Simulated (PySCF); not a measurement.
Isomers of C2H3NSi. All species are isolated molecules in the gas phase. Strings in code marks are SMILES.

These are B3LYP-D3(BJ)/def2-TZVP (PySCF) values and carry that method's errors. B3LYP has the VWN-RPA correlation part, as in Gaussian. Excitations are Tamm–Dancoff values on a coarser integration grid. The basis has no diffuse functions, so Rydberg states are missing or too high.

```csv
species,HOMO (eV),S1 oscillator strength,dipole moment (D),T1 excitation (TDA) (eV),S1–T1 gap (TDA) (eV)
`C#CN=[SiH2]`,-6.11,0.000,3.19,___,0.25
`n1c[si]1=C`,-6.36,0.001,1.76,2.90,0.81
`C([SiH]=C)#N`,-7.07,___,___,___,2.55
`c1[si](c1)=N`,___,0.003,3.23,4.16,0.51
```

Q: Complete the blanks.

A: 
- `C#CN=[SiH2]`, T1 excitation (TDA) (eV): 2.11
- `C([SiH]=C)#N`, S1 oscillator strength: 0.001
- `C([SiH]=C)#N`, dipole moment (D): 3.14
- `C([SiH]=C)#N`, T1 excitation (TDA) (eV): 2.45
- `c1[si](c1)=N`, HOMO (eV): -7.06
